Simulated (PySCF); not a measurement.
# MGa for M along the fourth-period p block

PBE0 with double-zeta basis sets in PySCF, for the lowest determinant that a PBE0 search found; no spin–orbit coupling. De refers to high-spin ground-configuration atoms. A positive dipole means M(−)Ga(+).

```
 M       basis  state (unpaired electrons)  Re (Å)  ωe (cm⁻¹)  De (eV)  μ (D)
Ge  cc-pVDZ-PP         quartet (σ ↑, π ↑↑)   2.488        218     2.36   1.31
As  cc-pVDZ-PP              triplet (π ↑↑)   2.578        211     1.91   1.42
Br  x2c-SVPall      singlet (closed shell)   2.364        272     4.38   2.29
```

The shortest bond is that of GaBr (2.364 Å), the longest that of GaAs (2.578 Å). GaBr is bound most strongly (4.38 eV) and GaAs least (1.91 eV).

The rows differ in basis set, which adds steps of its own.

The state changes along the series, so neighbouring rows are not always alike in their bonding.

States were picked by a PBE0 search and need not be the measured ground states.
